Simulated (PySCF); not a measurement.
**Dipole response of Cd⁺ (cadmium, charge +1)**

[Kr] 4d9 5s1 5p1, one real determinant (an excited configuration). Computed with PySCF 2.14 in aug-cc-pVTZ-PP with one added diffuse shell each of s, p, d, f, g type with ECP28MDF (7s7p6d4f3g, 113 functions), with a scalar-relativistic core potential. Coupled (time-dependent) response in atomic units; α is the mean over directions.

```json
{"method": "UHF", "mean α (bohr³)": "30.28", "α xx, yy, zz": "30.50, 30.50, 29.83", "C₆ (like pair)": "222.0", "S(−4)": "399.9"}
{"method": "PBE", "mean α (bohr³)": "29.04", "α xx, yy, zz": "27.12, 27.12, 32.87", "C₆ (like pair)": "212.1", "S(−4)": "374.7"}
{"method": "PBE0", "mean α (bohr³)": "28.88", "α xx, yy, zz": "27.54, 27.54, 31.56", "C₆ (like pair)": "210.5", "S(−4)": "364.2"}
```

S(−4) is the Cauchy moment in α(ω) = α(0) + S(−4) ω² + …

Spin-orbit coupling is absent.

α(iu) at UHF:

```json
{"u (hartree)": "0", "α(iu) (bohr³)": "30.28"}
{"u (hartree)": "0.0500", "α(iu) (bohr³)": "29.31"}
{"u (hartree)": "0.100", "α(iu) (bohr³)": "26.81"}
{"u (hartree)": "0.200", "α(iu) (bohr³)": "20.35"}
{"u (hartree)": "0.300", "α(iu) (bohr³)": "15.05"}
{"u (hartree)": "0.500", "α(iu) (bohr³)": "9.123"}
{"u (hartree)": "0.750", "α(iu) (bohr³)": "5.912"}
{"u (hartree)": "1.00", "α(iu) (bohr³)": "4.340"}
{"u (hartree)": "1.50", "α(iu) (bohr³)": "2.782"}
{"u (hartree)": "2.00", "α(iu) (bohr³)": "1.985"}
{"u (hartree)": "3.00", "α(iu) (bohr³)": "1.166"}
{"u (hartree)": "5.00", "α(iu) (bohr³)": "0.5336"}
```

For an ion, C₆ is the dispersion term alone; charge-induced terms of lower order in 1/R come first.

The components differ because the open shell of this determinant is not spherical; for a pure term their mean is the scalar polarisability.

⟨L²⟩ = 8.06 against 12 for a pure F term, so this real determinant mixes terms. Energies and moments cover only the electrons outside the core potential.
